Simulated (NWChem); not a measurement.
System: CH3FOSW; SMILES [O]=[W](=[S])([CH3])[F]

All runs: NWChem. Medium grid unless said otherwise, to which SCAN and Minnesota functionals are sensitive. Geometry: optimised at PBE0/def2-SVP. No frequency run checked for a minimum. def2 effective core potentials on W; no spin-orbit coupling. Hybrids' shares of exact exchange are those that their runs print; pure functionals count as 0. The functionals differ in more than this share.

```
row              share of exact exchange  orbital gap (eV)
---------------  -----------------------  ----------------
PBE/def2-SVP                        0.00              3.02
MN15-L/def2-SVP                     0.00              3.59
TPSSh/def2-SVP                      0.10              3.93
B3LYP/def2-SVP                      0.20              4.53
MN15/def2-SVP                       0.44          withheld
```

Fit a straight line of the last column on the one before it, predict the withheld value, and compare with the run.


1. Means of the 4 shown rows: x = 0.075, y = 3.768. Slope Σ(x − x̄)(y − ȳ)/Σ(x − x̄)² = 0.1688/0.02750 = 6.136; intercept 3.307.
2. The shown rows scatter about the line by 0.202 (root mean square); the largest residual is -0.29, at PBE/def2-SVP.
3. At x = 0.44 (MN15/def2-SVP; beyond the shown range) the line gives 6.01.
4. The run gives 6.12, +0.11 from the line, 0.5 times the scatter.
